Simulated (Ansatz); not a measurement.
Basis sets compared for HAu₂⁺ (the lowest singlet isomer of a short search). The state is a singlet with charge 1. Geometry PBE-D4/def2-TZVP. Ansatz on 4 threads of Arm Neoverse V1 on a shared host; times are rough, and most runs start from earlier orbitals.

```xyz
3

Au   -1.2580    0.3158    0.4050
Au    1.0493    0.2459   -0.8274
H     0.2087   -0.5617    0.4224
```

In the def2 sets Au takes a core potential; there is no spin–orbit coupling. The structure comes from a short search, and lower isomers may exist.

```tsv
level	functions	energy (Eh)	HOMO (eV)	LUMO (eV)	wall time
PBE-D4/def2-SVP	69	-271.8503	-13.15	-10.32	0.6 s
PBE0-D4/def2-SVP	69	-271.7608	-14.16	-9.19	0.7 s
```

(1) Estimate the rows for PBE-D4/def2-TZVP, PBE0-D4/def2-TZVP (with forces).

Answers

(1) 
```
                          level  functions  energy (Eh)  HOMO (eV)  LUMO (eV)  wall time
               PBE-D4/def2-TZVP         86    -271.8652     -13.12     -10.32      0.7 s
PBE0-D4/def2-TZVP (with forces)         86    -271.7760     -14.12      -9.17      1.4 s
```
